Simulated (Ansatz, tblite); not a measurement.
Removing and adding an electron: `CC(F)(F)C(F)(F)C(F)(F)C(F)(F)C(F)(F)C(F)(F)C(F)(F)C(F)(F)C(F)(F)C(F)(F)C(F)(F)C(C)(F)F`. The state is a singlet with charge 0. Geometry: PBE-D4/def2-SVP. Ansatz, gas phase; energy differences of separate SCF runs; the oxidised species was run as a doublet alone; the reduced species was run as a doublet alone.

Cartesian coordinates in Å:
```
C 2.478 -6.713 0.403
C 1.227 -5.946 0.766
F 0.183 -6.383 -0.002
F 0.888 -6.161 2.076
C 1.296 -4.394 0.546
F 0.032 -3.906 0.491
F 1.904 -4.163 -0.652
C 2.055 -3.600 1.657
F 3.232 -4.238 1.924
F 1.312 -3.578 2.781
C 2.472 -2.120 1.307
F 3.038 -1.625 2.438
F 3.405 -2.158 0.331
C 1.317 -1.156 0.871
F 0.244 -1.356 1.673
F 0.985 -1.447 -0.410
C 1.718 0.355 0.965
F 1.741 0.726 2.262
F 2.962 0.503 0.441
C 0.809 1.374 0.173
F 1.296 2.602 0.482
F 0.977 1.154 -1.150
C -0.716 1.344 0.505
F -1.261 0.235 -0.045
F -0.860 1.282 1.854
C -1.562 2.598 0.054
F -2.847 2.288 0.361
F -1.170 3.656 0.797
C -1.487 2.979 -1.456
F -1.583 1.839 -2.190
F -0.285 3.554 -1.697
C -2.610 3.935 -2.000
F -3.787 3.261 -2.002
F -2.263 4.188 -3.295
C -2.826 5.303 -1.289
C -3.754 6.220 -2.052
F -1.602 5.890 -1.121
F -3.340 5.048 -0.045
H 2.716 -6.555 -0.664
H 3.332 -6.389 1.023
H 2.278 -7.787 0.580
H -4.734 5.727 -2.195
H -3.889 7.143 -1.459
H -3.320 6.469 -3.037
```

The xTB rows come from tblite. Single mean-field runs in def2-SVP are fitted with def2-universal-jkfit. HOMO above LUMO, or a gap near zero within one spin, warns that the state may not be the lowest or that an electron is smeared out.

| level | −HOMO (eV) | vertical IE (eV) | −LUMO (eV) | vertical EA (eV) | HOMO–LUMO gap (eV) | IE − EA (eV) | remarks |
| --- | --- | --- | --- | --- | --- | --- | --- |
| GFN1-xTB | 14.14 | 15.85 | 5.10 | 3.31 | 9.05 | 12.53 | – |
| GFN2-xTB | 13.85 | 15.56 | 5.29 | 2.99 | 8.56 | 12.57 | – |
| PBE-D4/def2-SVP | 7.85 | 9.64 | 0.94 | -1.05 | 6.91 | 10.69 | HOMO above zero (-1 doublet), gap within one spin near zero (+1 doublet), gap within one spin near zero (-1 doublet) |
| PBE0-D4/def2-SVP | 9.82 | 11.11 | 0.02 | -1.42 | 9.80 | 12.53 | HOMO above zero (-1 doublet) |
| BHLYP-D4/def2-SVP | 11.69 | 12.46 | -1.16 | -1.98 | 12.85 | 14.44 | HOMO above zero (-1 doublet) |

Relaxing the reduced species (PBE-D4/def2-SVP) changes its energy by -0.84 eV at PBE-D4/def2-SVP, so the adiabatic electron affinity to this nearest minimum is -0.21 eV. On the way the bond C8–F9 breaks. At PBE0-D4/def2-SVP it is -0.36 eV. The highest occupied level of the relaxed charge -1 doublet lies above zero (up to 0.78 eV). By energy differences, losing it releases 0.21 eV (each at its own geometry, to the charge 0 singlet, at PBE-D4/def2-SVP).     A HOMO above zero means that the electron is unbound at that level or that self-interaction error raises the level; the energy of removing that electron tells which. Raw xTB energy differences between charge states are shifted by several eV; the methods need an empirical correction for them. Sets without diffuse functions give affinities that are too small. A negative affinity means that the extra electron isn't bound; its size then hangs on the basis.
